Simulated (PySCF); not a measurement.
## LiCa and its ions

r²SCAN; basis Li aug-pcseg-1, Ca aug-pcseg-1; no relativity; PySCF 2.14. Neutral (UKS): doublet (σ ↑), Re = 3.425 Å, ωe = 207 cm⁻¹, De = 0.48 eV, HOMO -2.95 eV, LUMO -1.87 eV.

LiCa⁻ (UKS): singlet (closed shell), Re = 3.697 Å, ωe = 162 cm⁻¹. The energies at the minima are -684.91700 hartree for LiCa and -684.93941 for LiCa⁻.

Work out the adiabatic electron affinity, without and with harmonic zero-point energies (1 hartree = 27.2114 eV, 1 eV = 8065.5 cm⁻¹), and the change of the bond length.

At r²SCAN: 0.02241 hartree = 0.610 eV between the minima; the zero-point term (207.0 − 162.0)/2 cm⁻¹ = +0.003 eV makes it 0.613 eV. Re changes by +27.2 pm against the neutral. The electron enters a σ orbital, and the longer bond of the ion fits an antibonding orbital, or a change in how ionic the bond is.

Closed-shell solutions of metal pairs were not tested for spin polarisation, which can lower them a little. Weak bonds: LiCa. Basis-set superposition, not corrected here, can be much of De in a small basis, most of all at correlated wavefunction levels. The highest Kohn–Sham level is positive in this anion. Much of that is self-interaction error, but it also means that the finite basis helps to hold the extra electron. States were picked by a PBE0 search and need not be the measured ground states.
